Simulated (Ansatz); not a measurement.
Abridged output of a molecular run in Ansatz:

```
Functional definition: HF
1522 factors; integrals over basis functions are off by at most 8.8e-4 eV
mean field evaluation 1: about -86679.1886 eV, gradient 2.3e1 eV
mean field evaluation 2: about -86679.2425 eV, gradient 2.3e1 eV
mean field evaluation 4: about -86681.2228 eV, gradient 2.5e0 eV
mean field evaluation 8: about -86681.2578 eV, gradient 2.5e-1 eV
mean field -86681.25801390 eV, -3185.4774773440 hartree, gradient 1.8e-6 eV, S^2 0.000000; 0 other end points of the search recorded, 0 dependent functions left out
23 core orbitals not correlated: weight in the atoms' cores, before any rotation towards them, 1.000 or more for the frozen orbitals, at most 0.000 for the correlated occupied ones
reference -86681.25801390 eV, -3185.4774773440 hartree; 22, 22 occupied and 179, 179 virtual orbitals, 1522 factors
second order -24.86804140 eV of doubles, -0.00000000 eV of singles
cycle   1  -25.11135772 eV  change   -2.4e-1 eV  update   1.2e-1
cycle   2  -25.78324647 eV  change   -6.7e-1 eV  update   3.2e-2
cycle   3  -25.88206248 eV  change   -9.9e-2 eV  update   1.7e-2
cycle   4  -25.86546945 eV  change    1.7e-2 eV  update   4.3e-3
cycle   5  -25.86316239 eV  change    2.3e-3 eV  update   1.9e-3
cycle   6  -25.86318104 eV  change   -1.9e-5 eV  update   4.4e-4
cycle   7  -25.86305922 eV  change    1.2e-4 eV  update   1.5e-4
cycle   8  -25.86306781 eV  change   -8.6e-6 eV  update   5.2e-5
perturbative correction -0.96581932 eV, -0.0354932054 hartree
Total energy: -86708.08690103 eV, -3186.4634207606 hartree
```

Its atoms:

```xyz
7

Cl    2.957    1.007    0.906
In    1.224   -0.398    0.246
Cl    1.955   -2.603    0.114
Ge   -1.189    0.384   -0.252
H    -1.935   -0.729   -0.996
H    -1.132    1.657   -1.104
H    -1.879    0.681    1.086
```

(1) Which basis set was used?
A. def2-TZVPPD
B. cc-pV(D+d)Z
C. def2-TZVPP
D. def2-SVPD

(2) Write the keys of the input that set method, charge and spin (a neutral closed shell needs none for the last two).

Answers

(1) C. It gives 224 functions.

(2) 
```yaml
correlation: {method: ccsd_t}
```
